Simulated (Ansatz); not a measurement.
Steps of a relaxation of C₂H₉AlOSi (`CO[SiH2][AlH][CH3]`) with RKS PBE0-D4/def2-TZVP.

```sh
$ ansatz run in.yaml --threads 4 --pin off --events-out ev --progress --plain --max-ram 10444MiB
```

```yaml
crystal:
  periodic: [false, false, false]
  atoms:
    - {symbol: C, position_ang: [-0.958217, 0.465388, 1.867573]}
    - {symbol: O, position_ang: [0.162500, -0.388877, 1.869897]}
    - {symbol: Si, position_ang: [0.342794, -1.606574, 0.697019]}
    - {symbol: Al, position_ang: [0.596555, -0.623864, -1.565976]}
    - {symbol: C, position_ang: [0.549192, 1.327208, -1.836334]}
    - {symbol: H, position_ang: [-1.109301, 0.980059, 0.885587]}
    - {symbol: H, position_ang: [-0.811229, 1.252391, 2.636859]}
    - {symbol: H, position_ang: [-1.904707, -0.074993, 2.109969]}
    - {symbol: H, position_ang: [-0.816272, -2.586321, 0.783049]}
    - {symbol: H, position_ang: [1.569850, -2.367674, 1.132585]}
    - {symbol: H, position_ang: [0.816673, -1.590663, -2.834100]}
    - {symbol: H, position_ang: [1.269197, 1.662267, -2.613300]}
    - {symbol: H, position_ang: [0.741851, 1.898783, -0.905312]}
    - {symbol: H, position_ang: [-0.462086, 1.623471, -2.198717]}
basis:
  gaussian: {orbitals: def2-TZVP}
hamiltonian: {xc: pbe0, dispersion: d4}
relax: {f_tol: 0.005, max_steps: 150}
```

Positions (Å) and forces (eV/Å) along the path, 11 of 17 steps:

```xyz
14
step=1 energy=-18733.7021 eV
C    -0.958    0.465    1.868   -0.382    0.265   -0.011
O     0.163   -0.389    1.870   -0.166   -0.522   -0.618
Si    0.343   -1.607    0.697   -0.119    0.408    0.688
Al    0.597   -0.624   -1.566    0.040    0.088   -0.144
C     0.549    1.327   -1.836   -0.058    0.340   -0.072
H    -1.109    0.980    0.886    0.154   -0.309    0.481
H    -0.811    1.252    2.637   -0.018   -0.439   -0.390
H    -1.905   -0.075    2.110    0.545    0.215   -0.121
H    -0.816   -2.586    0.783    0.240    0.253    0.000
H     1.570   -2.368    1.133   -0.248    0.173   -0.081
H     0.817   -1.591   -2.834   -0.034    0.110    0.155
H     1.269    1.662   -2.613   -0.347   -0.173    0.392
H     0.742    1.899   -0.905   -0.084   -0.274   -0.456
H    -0.462    1.623   -2.199    0.478   -0.133    0.176
14
step=2 energy=-18733.7565 eV
C    -0.961    0.456    1.870   -0.163    0.131   -0.014
O     0.153   -0.398    1.881    0.046   -0.391   -0.462
Si    0.341   -1.578    0.694   -0.061    0.295    0.530
Al    0.599   -0.622   -1.569   -0.005    0.113   -0.025
C     0.549    1.318   -1.838   -0.018    0.102   -0.050
H    -1.087    0.968    0.899    0.039   -0.095    0.166
H    -0.820    1.224    2.641   -0.021   -0.125   -0.121
H    -1.897   -0.086    2.092    0.170    0.070   -0.034
H    -0.812   -2.540    0.776    0.051    0.048   -0.021
H     1.556   -2.332    1.126   -0.055    0.023   -0.036
H     0.809   -1.587   -2.824   -0.006    0.005    0.031
H     1.256    1.644   -2.613   -0.096   -0.043    0.107
H     0.754    1.884   -0.920   -0.025   -0.087   -0.124
H    -0.454    1.617   -2.186    0.144   -0.047    0.053
14
step=3 energy=-18733.7654 eV
C    -0.955    0.448    1.843   -0.003    0.010    0.039
O     0.163   -0.399    1.859    0.030   -0.130   -0.031
Si    0.340   -1.591    0.711    0.014    0.217    0.061
Al    0.590   -0.601   -1.543    0.004   -0.073   -0.007
C     0.545    1.332   -1.831    0.003   -0.027    0.014
H    -1.087    0.939    0.870   -0.001    0.019   -0.054
H    -0.811    1.224    2.596   -0.003    0.039    0.031
H    -1.876   -0.096    2.080   -0.040   -0.022    0.005
H    -0.819   -2.537    0.791   -0.019   -0.033   -0.002
H     1.550   -2.345    1.138    0.016   -0.038   -0.006
H     0.794   -1.577   -2.784    0.006   -0.006   -0.052
H     1.244    1.646   -2.609    0.033    0.001   -0.034
H     0.761    1.898   -0.923    0.010    0.035    0.047
H    -0.453    1.631   -2.169   -0.049    0.009   -0.011
14
step=5 energy=-18733.7675 eV
C    -0.959    0.449    1.857    0.006   -0.008    0.015
O     0.152   -0.410    1.880   -0.033    0.029   -0.003
Si    0.344   -1.580    0.717    0.019   -0.012    0.030
Al    0.598   -0.606   -1.542   -0.016   -0.005   -0.082
C     0.548    1.324   -1.839   -0.001    0.031    0.030
H    -1.072    0.950    0.886    0.009    0.002   -0.007
H    -0.822    1.217    2.621    0.009   -0.005    0.002
H    -1.889   -0.090    2.073   -0.003   -0.007    0.002
H    -0.809   -2.538    0.781    0.000    0.002   -0.012
H     1.552   -2.343    1.142   -0.002   -0.001   -0.008
H     0.787   -1.556   -2.810    0.005   -0.033    0.029
H     1.245    1.633   -2.623    0.005   -0.004   -0.006
H     0.765    1.900   -0.937    0.005    0.019    0.011
H    -0.453    1.620   -2.178   -0.004   -0.009   -0.001
14
step=7 energy=-18733.7686 eV
C    -0.962    0.449    1.861    0.002    0.002    0.005
O     0.149   -0.410    1.880   -0.004   -0.002   -0.011
Si    0.345   -1.575    0.714    0.000    0.006    0.006
Al    0.597   -0.607   -1.551    0.001   -0.002    0.008
C     0.549    1.327   -1.840    0.003    0.001   -0.015
H    -1.071    0.957    0.892    0.001    0.001    0.001
H    -0.825    1.213    2.629    0.000   -0.001    0.002
H    -1.892   -0.091    2.071   -0.001    0.000   -0.001
H    -0.808   -2.533    0.771    0.000   -0.003   -0.003
H     1.553   -2.339    1.136    0.001   -0.001   -0.002
H     0.792   -1.580   -2.799    0.000   -0.001    0.002
H     1.240    1.638   -2.629   -0.002    0.002    0.002
H     0.773    1.900   -0.937    0.000   -0.003    0.002
H    -0.454    1.623   -2.170   -0.001    0.001    0.003
14
step=10 energy=-18733.7689 eV
C    -0.971    0.448    1.875   -0.003    0.003   -0.001
O     0.139   -0.412    1.887    0.003    0.002    0.000
Si    0.343   -1.568    0.713    0.000   -0.002   -0.002
Al    0.605   -0.604   -1.552   -0.001    0.001   -0.001
C     0.557    1.327   -1.857   -0.001    0.006    0.001
H    -1.065    0.982    0.919    0.001   -0.002    0.005
H    -0.844    1.189    2.667   -0.001   -0.003   -0.003
H    -1.905   -0.098    2.057    0.002    0.002   -0.001
H    -0.806   -2.531    0.758    0.000    0.001    0.001
H     1.552   -2.330    1.134   -0.001   -0.001    0.002
H     0.806   -1.592   -2.789    0.001    0.001   -0.001
H     1.213    1.632   -2.677   -0.006   -0.003    0.006
H     0.823    1.902   -0.966   -0.003   -0.003   -0.008
H    -0.460    1.627   -2.141    0.008   -0.002    0.003
14
step=11 energy=-18733.7689 eV
C    -0.971    0.448    1.875   -0.004    0.003   -0.001
O     0.139   -0.413    1.887    0.002    0.004    0.002
Si    0.343   -1.568    0.713   -0.003   -0.005    0.004
Al    0.607   -0.604   -1.551    0.005   -0.002   -0.003
C     0.556    1.326   -1.858   -0.003    0.011    0.000
H    -1.058    0.990    0.922    0.001   -0.002    0.005
H    -0.848    1.183    2.673   -0.001   -0.004   -0.004
H    -1.907   -0.097    2.047    0.003    0.003   -0.001
H    -0.806   -2.531    0.757   -0.003    0.001   -0.001
H     1.550   -2.332    1.138    0.002    0.002   -0.003
H     0.812   -1.591   -2.788    0.000    0.001    0.001
H     1.203    1.630   -2.686   -0.007   -0.003    0.008
H     0.832    1.903   -0.971   -0.003   -0.005   -0.008
H    -0.465    1.626   -2.130    0.010   -0.002    0.003
14
step=12 energy=-18733.7689 eV rejected
C    -0.969    0.451    1.873   -0.008    0.007   -0.003
O     0.138   -0.412    1.886    0.003    0.001    0.003
Si    0.342   -1.568    0.713    0.008   -0.002    0.000
Al    0.615   -0.606   -1.551   -0.017   -0.001   -0.001
C     0.554    1.324   -1.856    0.004    0.018   -0.010
H    -1.048    1.001    0.924    0.001   -0.005    0.009
H    -0.852    1.178    2.679   -0.001   -0.006   -0.007
H    -1.908   -0.095    2.032    0.007    0.004   -0.001
H    -0.810   -2.529    0.756   -0.002    0.001   -0.002
H     1.548   -2.335    1.139   -0.001   -0.001    0.001
H     0.822   -1.592   -2.789    0.005    0.000    0.003
H     1.186    1.630   -2.695   -0.011   -0.001    0.014
H     0.843    1.902   -0.974   -0.003   -0.008   -0.010
H    -0.472    1.621   -2.111    0.016   -0.007    0.004
14
step=14 energy=-18733.7690 eV
C    -0.967    0.452    1.870   -0.002    0.001   -0.001
O     0.140   -0.412    1.885    0.001   -0.001    0.003
Si    0.342   -1.570    0.713    0.001    0.005   -0.003
Al    0.613   -0.607   -1.551   -0.003   -0.002    0.000
C     0.551    1.324   -1.854    0.001    0.001   -0.006
H    -1.046    1.000    0.921    0.000   -0.001    0.000
H    -0.849    1.180    2.675    0.000    0.000    0.000
H    -1.906   -0.093    2.032    0.001    0.000    0.000
H    -0.813   -2.527    0.757    0.001    0.000    0.000
H     1.546   -2.338    1.139   -0.002   -0.002    0.001
H     0.828   -1.592   -2.787    0.001    0.000    0.000
H     1.186    1.633   -2.689    0.000    0.000    0.002
H     0.836    1.900   -0.970    0.000    0.001    0.003
H    -0.474    1.620   -2.112    0.000   -0.001    0.002
14
step=15 energy=-18733.7690 eV
C    -0.966    0.453    1.870   -0.003    0.002   -0.002
O     0.140   -0.412    1.886    0.002   -0.001    0.001
Si    0.342   -1.570    0.713    0.001   -0.001    0.000
Al    0.615   -0.608   -1.551   -0.002    0.001    0.001
C     0.550    1.323   -1.854    0.000    0.001   -0.007
H    -1.042    1.003    0.922    0.000   -0.001    0.001
H    -0.850    1.179    2.677    0.000    0.000   -0.001
H    -1.906   -0.091    2.027    0.002    0.001    0.000
H    -0.814   -2.526    0.756    0.000    0.000   -0.001
H     1.544   -2.339    1.140    0.000    0.000    0.000
H     0.833   -1.591   -2.788    0.001   -0.001    0.001
H     1.181    1.633   -2.691   -0.001    0.000    0.002
H     0.837    1.899   -0.970    0.000    0.000    0.002
H    -0.477    1.618   -2.107    0.001   -0.001    0.001
14
step=17 energy=-18733.7690 eV
C    -0.964    0.454    1.869   -0.001    0.000    0.000
O     0.140   -0.413    1.886    0.000   -0.001    0.000
Si    0.341   -1.570    0.713   -0.001    0.000    0.001
Al    0.617   -0.608   -1.550    0.001    0.000    0.000
C     0.547    1.323   -1.854   -0.001   -0.001   -0.002
H    -1.036    1.007    0.922    0.000    0.000    0.000
H    -0.850    1.178    2.678    0.000    0.000    0.000
H    -1.905   -0.089    2.022    0.001    0.000    0.000
H    -0.817   -2.524    0.753    0.000    0.000    0.000
H     1.541   -2.343    1.141    0.000    0.000    0.000
H     0.842   -1.592   -2.785    0.000    0.000    0.000
H     1.173    1.635   -2.694    0.000    0.000    0.000
H     0.839    1.898   -0.971    0.000    0.001    0.001
H    -0.481    1.616   -2.100    0.000    0.000    0.001
```

It took 81 s on 4 threads of an Arm Neoverse V1 on a shared host, with 0.63 GiB of host memory at the peak.
